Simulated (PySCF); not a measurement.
In²⁺: excitation energy

In²⁺ [Kr] 4d10 5s1 (2S) → In²⁺ [Kr] 4d10 5p1 (2P), as a difference of total energies. Computed with PySCF 2.14 in dyall-av2z, with the non-relativistic Hamiltonian (point nucleus). The calculations carry no spin-orbit coupling.

```
method  excitation energy (cm⁻¹)
   UHF                     50481
   PBE                     52622
  PBE0                     52309
r2SCAN                     51958
   M06                     52778
 HSE06                     52430
```

Task: Estimate what LDA gives.

Result: 54026 cm⁻¹, closest to M06 among the rows shown.

Task: Estimate what CAM-B3LYP gives.

Result: 53364 cm⁻¹, closest to M06 among the rows shown.

A first-order spin-orbit estimate (lowest level to lowest level, LS coupling) adds -0.241 eV.
